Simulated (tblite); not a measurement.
Compound: C4H2NO2 (doublet state).
SMILES with atom numbers: `[O:1]=[CH:2][c:3]1[c:4][cH:5][o:6][n:7]1` (hydrogens: H8 on C2; H9 on C5)

Computed geometry: GFN2-xTB, gas phase. This method treats the open shell by occupation alone, without spin polarisation.

Task: Give the optimised bond lengths and angles.

Result: 
| bond | length (Å) |
| --- | --- |
| O1=C2 | 1.199 |
| C2–C3 | 1.467 |
| C3–C4 | 1.407 |
| C4–C5 | 1.359 |
| C5–O6 | 1.339 |
| O6–N7 | 1.347 |
| C3–N7 | 1.318 |
| C2–H8 | 1.104 |
| C5–H9 | 1.070 |

A selection of angles:
| angle | degrees |
| --- | --- |
| O1–C2–C3 | 124.8 |
| O1–C2–H8 | 122.9 |
| C3–C2–H8 | 112.3 |
| C2–C3–C4 | 130.7 |
| C2–C3–N7 | 121.5 |
| C4–C3–N7 | 107.8 |
| C3–C4–C5 | 106.0 |
| C4–C5–O6 | 108.4 |
| C4–C5–H9 | 133.3 |
| O6–C5–H9 | 118.4 |
| C5–O6–N7 | 108.9 |
| C3–N7–O6 | 109.0 |

Dihedral angles: O1–C2–C3–C4 0° (synperiplanar).

The 3 C–C bonds span 1.359 Å (C4–C5, aromatic) to 1.467 Å (C2–C3, drawn single), a spread of 0.108 Å. C5 (carbon bonded to C, O and H) is planar (angles 133.3°, 118.4° and 108.4°, sum 360.0°, 0.00 Å off the plane of its three neighbours). C2 (carbon bonded to C, O and H) is planar (angles 124.8°, 122.9° and 112.3°, sum 360.0°, 0.00 Å off the plane of its three neighbours). The C–O distances run from 1.199 Å (O1=C2, drawn double) to 1.339 Å (C5–O6, aromatic), a spread of 0.140 Å. C3 (carbon bonded to 2 C and N) is planar (angles 130.7°, 121.5° and 107.8°, sum 360.0°, 0.00 Å off the plane of its three neighbours). The 5-membered ring C3–C4–C5–O6–N7 has internal angles of 106.0° to 109.0° (sum 540°, against 540° for a flat polygon); it is planar, 0.00 Å rms from its mean plane, widest ring torsion 0°. The 7 heavy atoms lie in one plane (0.000 Å rms).

Point group: Cs (tolerance 0.08 Å). Its GFN2-xTB frequencies are all real (lowest 103 cm⁻¹). 2 starts were optimised and ended at 0.00 and 1.30 kcal/mol (GFN2-xTB); the lowest of these is shown.

The run took under 0.1 s of wall time on an Arm Neoverse V1 with one thread, no GPU (shared host). That covers the optimisation of the geometry.

One conformer stands for the species.
